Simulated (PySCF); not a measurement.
Ge(H)2(Cl)(Et) (C2H7ClGe), SMILES C[CH2][GeH2][Cl]. Geometry optimised at PBE0-D3(BJ)/def2-SVP. One conformer was computed; it need not be the lowest.

Computed equilibrium geometry at PBE0-D3(BJ)/def2-SVP (PySCF confirms it by a frequency run) as bond lengths and angles (one conformer of several):
Atoms: Ge1 Cl2 C3 C4 H5 H6 H7 H8 H9 H10 H11. Bonds (Å): Ge1–Cl2 2.176, Ge1–C3 1.949, Ge1–H5 1.539, Ge1–H6 1.538, C3–C4 1.523, C3–H7 1.104, C3–H8 1.102, C4–H9 1.101, C4–H10 1.101, C4–H11 1.101. Angles (°): Cl2–Ge1–C3 106.8, Cl2–Ge1–H5 106.2, Cl2–Ge1–H6 106.7, C3–Ge1–H5 112.5, C3–Ge1–H6 113.0, H5–Ge1–H6 111.1, Ge1–C3–C4 113.3, Ge1–C3–H7 107.0, Ge1–C3–H8 106.9, C4–C3–H7 111.5, C4–C3–H8 111.2, H7–C3–H8 106.6, C3–C4–H9 111.7, C3–C4–H10 111.4, C3–C4–H11 111.0, H9–C4–H10 107.4, H9–C4–H11 107.4, H10–C4–H11 107.8.
Charge 0, spin multiplicity 1.
